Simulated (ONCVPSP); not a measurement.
# cobalt: one change to an ONCV potential, before and after

ONCVPSP 4.0.1 input, shortened (lines: element, Z, core and valence counts, functional; n l f; lmax; l rc ep ncon nbas qcut; lloc lpopt rc5 dvloc0; l nproj debl; icmod fcfact rcfact), PBE, scalar-relativistic:

```
  Co 27.00    3    4        4      upf
    1    0    2.00
    2    0    2.00
    2    1    6.00
    3    0    2.00
    3    1    6.00
    3    2    8.00
    4    0    1.00
    2
    0    1.35    0.00    4    7    9.20
    1    0.85    0.00    3    7    8.20
    2    0.95    0.00    4    8   18.70
    4    1    0.80    0.00
    0    3    3.70
    1    1    3.30
    2    2    1.60
    0    0.00    0.00
```

Change: d: rc 0.85, qcut 20.9, nproj 0; local potential the d channel.

Cutoffs: the cutoffs (Ha) at which the residual kinetic energy of the hardest occupied pseudo-wave falls to 1 and 0.1 mHa per electron; they do not see the model core or the augmentation charge, which bear on the density cutoff. Errors are all-electron minus pseudo energies relative to the spin-unpolarised reference configuration.

Task: What does the change do?

Result: The potential gets harder (117 Ha and 137 Ha → 141 Ha and 167 Ha); of the 4 tests that both files solve, the error grows in 0 and shrinks in 1 by more than 15 % and 0.3 meV (median size 1.9 → 2.1 meV); neither file shows a bound ghost.

```csv
quantity,base,changed
"cutoff, loose",117 Ha,141 Ha
"cutoff, tight",137 Ha,167 Ha
loose cutoff by channel,"s 27 Ha, p 34 Ha, d 117 Ha","s 27 Ha, p 34 Ha, d 141 Ha"
bound ghosts,none,none
GHOST(+) flags under 300 eV,none,none
"error for 3s2 3p6 3d7 4s2, meV [ΔE 1.20 eV]",+4.8,+4.8
"error for 3s2 3p6 3d7 4s1, meV [ΔE 10.23 eV]",+2.0,+2.3
"error for 3s2 3p6 3d7 4s0, meV [ΔE 27.02 eV]",-0.5,+0.1
"error for 3s2 3p6 3d7.5 4s1.5, meV [ΔE 0.24 eV]",+1.8,+2.0
s: phases at 1.37 bohr within 0.05 rad from the reference energy up to (Ha; the scan ends near 5),to the end of the scan,to the end of the scan
p: phases at 0.86 bohr within 0.05 rad from the reference energy up to (Ha; the scan ends near 5),to the end of the scan,to the end of the scan
```
